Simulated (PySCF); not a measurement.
Compound: C₇H₈F₂ (charge -1 and doublet state).
Structure used (GFN2-xTB), in Å, numbered top down from 1:
```
atom  x, y, z in Å
C1     3.0202   -0.3564   -1.2276
C2     1.7811    0.0956   -0.8707
F3     1.4331    1.3079   -1.4412
C4     0.8717   -0.5314   -0.0150
C5    -0.4117   -0.1692    0.4200
C6    -1.1118   -1.1160    1.3647
C7    -1.1005    0.9976    0.0522
C8    -2.3443    1.3513    0.4730
F9    -2.9199    2.5403    0.0364
H10    3.3962   -1.2876   -0.8461
H11    3.6466    0.2065   -1.8957
H12    1.2573   -1.4709    0.3682
H13   -2.0551   -1.4690    0.9380
H14   -1.3487   -0.6216    2.3113
H15   -0.4902   -1.9841    1.5809
H16   -0.6183    1.6879   -0.6227
H17   -3.0125    0.8312    1.1376
```

The hyperfine couplings belong to this conformer and change with its torsions.

Identity: `F/C=C/C(=C\[C]([CH2-])F)C` [radical] (charge -1).

Level of theory: UKS B3LYP, pcH-1 on C F H, non-relativistic, mean-field spin-orbit, GIAO in PySCF. Whether the extra electron is bound in the gas phase wasn't checked; a finite basis holds it in any case. The geometry wasn't refined by DFT: couplings that depend on bond lengths, twists or pyramidal angles can differ widely from those at the functional's own minimum, by a factor of two or more for some ions and for spin on atoms past the first row. The SCF solution wasn't tested for stability.

Largest spin populations (Mulliken): C8 (+0.36), C1 (+0.35), C5 (+0.24) and C4 (+0.17). Four atoms exceed +0.15.

Task: Test a(H) = Q·ρ(C) for the protons on planar carbons with a spin population beyond ±0.08.

Result: 
| H | C | ρ(C) | a(H) (G) | a/ρ (G) |
| --- | --- | --- | --- | --- |
| H10 | C1 | +0.348 | -7.10 | -20.4 |
| H11 | C1 | +0.348 | -7.57 | -21.7 |
| H12 | C4 | +0.175 | -4.40 | -25.2 |
| H17 | C8 | +0.364 | -9.69 | -26.6 |

A least-squares line through the origin gives Q = -23.2 G with Mulliken populations.

Task: Leave H10 and its like out of the fit. How well does the relation then predict its coupling?

Result: The other protons give Q = -26.3 G, so a = -26.3 × 0.348 ≈ -9.17 G, against the computed -7.10 G.

Couplings in gauss use g_iso = 2.0030.

The SMILES draws the unpaired electron on C2; the largest computed Mulliken spin population is on C8 (0.36 against -0.02).
